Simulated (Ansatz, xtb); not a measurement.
Gas-phase reaction R1 + R2 → P1 + P2, each structure at its B3LYP-D3(BJ)/def2-TZVP stationary point, reached from a drawn start (curvature not checked).
R1, C2H6Zn (SMILES [CH3][Zn][CH3]) (charge 0, multiplicity 1):
```xyz
9

C      1.9543    -0.0866     0.0378
Zn     0.0002     0.0024    -0.0042
C     -1.9543     0.0873    -0.0390
H      2.3387    -0.6600    -0.8086
H      2.3933     0.9126    -0.0056
H      2.3016    -0.5670     0.9551
H     -2.3788    -0.3658     0.8595
H     -2.3542    -0.4446    -0.9051
H     -2.3008     1.1218    -0.0900
```
P1: CH4 (SMILES C), charge 0, multiplicity 1.
R2, NH3 (SMILES N) (charge 0, multiplicity 1):
```xyz
4

N      0.00000     0.00000     0.27908
H      0.00000     0.94281    -0.09306
H      0.81650    -0.47140    -0.09306
H     -0.81650    -0.47140    -0.09306
```
P2: CH5NZn (SMILES [CH3][Zn][NH2]), charge 0, multiplicity 1.

P less R. No zero-point or thermal terms; no spin–orbit coupling.

The values were computed with Ansatz (a program for electronic structure); xtb for the GFN methods. No computed number here is a measurement.

Problem. One of these levels gives 3.8 kJ/mol for the reaction energy. Name it.
A) PBE/def2-TZVPP
B) HF/def2-QZVPP
C) GFN1-xTB
D) BLYP/def2-TZVPP

Solution. C, GFN1-xTB. The others give -45.7 (HF/def2-QZVPP), -36.5 (PBE/def2-TZVPP), -41.6 (BLYP/def2-TZVPP)
